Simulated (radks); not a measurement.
Values are calculated unless marked as measured or tabulated.
Q: Neutral dysprosium: order these configurations by energy. Level of theory: scalar-relativistic Kohn-Sham, LDA (Slater exchange, Perdew-Wang correlation), spin-polarised, spherical densities, finite nucleus; Fermi nuclear charge, rms radius of each element as measured or else 0.836 A^(1/3) + 0.57 fm (a radial shooting solver on a logarithmic mesh with Libxc functionals). Open shells are filled with parallel spins first. [Xe] 4f10 5d1 6s1; [Xe] 4f10 6s1 6p1; [Xe] 4f10 6s2; [Xe] 4f9 5d1 6s2; [Xe] 4f9 6s2 6p1.

A: From the lowest, in eV above it: [Xe] 4f10 6s2 0.000; [Xe] 4f10 5d1 6s1 2.049; [Xe] 4f9 5d1 6s2 2.192; [Xe] 4f10 6s1 6p1 2.258; [Xe] 4f9 6s2 6p1 4.081.
